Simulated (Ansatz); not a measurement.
The cluster Be8, relaxed as a singlet with RKS r2SCAN/def2-SVP in Ansatz, starting from the GFN2-xTB geometry. Force threshold 0.02 eV/Å.

The restricted singlet is unstable towards broken spin symmetry at other levels; at r2SCAN/def2-SVP this wasn't settled. At r2SCAN/def2-SVP a triplet of charge 0 lies 0.22 eV below the restricted singlet, each at its own geometry. The structure comes from a short search, and lower isomers may exist.

Start:

```xyz
8

Be   -1.553   -0.503   -0.425
Be   -0.839    1.384   -0.489
Be    0.899    0.693   -1.245
Be   -0.906    0.394    1.370
Be    0.187   -1.198   -1.179
Be   -0.181   -1.425    0.883
Be    1.559   -0.583    0.295
Be    0.834    1.238    0.790
```

| step | energy (eV) | largest force component (eV/Å) | SCF passes |
| --- | --- | --- | --- |
| 1 | -3198.3257 | 0.601 | 36 |
| 2 | -3198.4518 | 0.136 | 38 |
| 3 | -3198.4558 | 0.031 | 40 |
| 4 | -3198.4561 | 0.007 | 33 |
| 5 | -3198.4561 | 0.006 | 33 |
| 6 | -3198.4585 | 0.162 | 44 |
| 7 | -3198.4670 | 0.160 | 45 |
| 8 | -3198.5476 | 0.466 | 94 |
| 9 | -3198.9388 | 1.147 | 85 |
| 10 | -3199.1033 | 1.359 | 46 |
| 11 | -3199.3463 | 0.418 | 39 |
| 12 | -3199.3880 | 0.159 | 38 |
| 13 (rejected) | -3199.3772 | 0.420 | 39 |
| 14 | -3199.4065 | 0.178 | 37 |
| 15 | -3199.4266 | 0.443 | 41 |
| 16 | -3199.4691 | 0.233 | 36 |
| 17 (rejected) | -3199.3650 | 0.521 | 40 |
| 18 | -3199.4943 | 0.090 | 39 |
| 19 (rejected) | -3199.4777 | 0.177 | 37 |
| 20 | -3199.4988 | 0.031 | 38 |
| 21 | -3199.4993 | 0.005 | 30 |

Force components are those of the run's own axes.

End:

| atom | x (Å) | y (Å) | z (Å) |
| --- | --- | --- | --- |
| Be1 | -1.321 | -0.186 | -0.645 |
| Be2 | -0.961 | 1.740 | -0.224 |
| Be3 | 0.554 | 0.408 | -1.311 |
| Be4 | -1.322 | 0.581 | 1.383 |
| Be5 | 0.424 | -1.584 | -1.145 |
| Be6 | 0.148 | -1.123 | 0.955 |
| Be7 | 1.859 | -0.736 | -0.013 |
| Be8 | 0.619 | 0.900 | 1.001 |

Bonds formed: Be1–Be3, Be6–Be8 (atoms count from 1).

The force fell under the threshold at step 4, but the optimiser went on and released 1.043 eV more. No frequencies were taken in this run, so the end may be a saddle point.

It took 18 s on 4 threads of Intel Xeon 6975P-C on a shared host.
